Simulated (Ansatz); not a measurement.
`BC(F)OC#C` → B• + 3 C• + F• + 4 H• + O•  (atomization)

Computed with Ansatz on PBE0-D4/def2-TZVP structures; ΔE is electronic, products minus reactants. CCSD(T)/CBS adds triple-zeta CCSD(T) − MP2 to the extrapolated MP2 energy (def2 sets, frozen cores). This one scheme is used for every species, atoms too. DFT in def2-TZVPP. B3LYP here is the variant with VWN-RPA as its local correlation; programs differ in this. Open shells (•) are unrestricted, without spin–orbit coupling. Spin–orbit coupling would lower the free atoms: a little for B, C, F, O. One conformer a species, not always the lowest.

`BC(F)OC#C`:

```xyz
10

B     1.215    1.529   -0.163
C     0.326    0.318   -0.672
F    -0.318    0.564   -1.851
O    -0.649    0.241    0.373
C    -1.079   -0.943    0.687
C    -1.487   -2.020    1.013
H     0.868    2.639   -0.414
H     2.176    1.300    0.502
H     0.814   -0.656   -0.768
H    -1.866   -2.972    1.294
```

```
             level  ΔE (kJ/mol)  difference from CCSD(T)/CBS
            PBE-D4       4180.3                        176.1
          B3LYP-D4       4027.9                         23.7
           ωB97X-V       4025.2                         21.0
            B2PLYP       3994.4                         -9.8
               PBE       4163.6                        159.4
    MP2/def2-TZVPP       4034.3                         30.1
SCS-MP2/def2-TZVPP       3975.3                        -28.9
CCSD(T)/def2-TZVPP       3897.2                       -107.0
    MP2/def2-QZVPP       4097.2                         93.0
    CCSD/CBS(def2)       3924.7                        -79.5
       CCSD(T)/CBS       4004.2                            0
```

Largest T1 diagnostic among the species: 0.014.

In def2-TZVPP, CCSD(T) changes the Hartree–Fock value by +1055.4 kJ/mol (the triples alone add +79.5 kJ/mol) and MP2 by +1192.5 kJ/mol; breaking electron pairs costs correlation energy, which Hartree–Fock lacks. The D4 term adds +26.7 kJ/mol with B3LYP and +14.1 kJ/mol with PBE0; it sums over pairs of atoms, weighted by their polarisabilities, and B3LYP, whose exchange is more repulsive, gets the larger term. From PBE to PBE0 (25 % exact exchange), in def2-TZVPP and without D4, ΔE moves by −121.5 kJ/mol: exact exchange takes away binding that semilocal exchange gives to molecules.

For atomizations the MP2-based limit and the directly extrapolated one differ by several kJ/mol either way, and by 10 to 25 for some Ge, Se and Sn compounds, so smaller differences from it don't rank the levels.
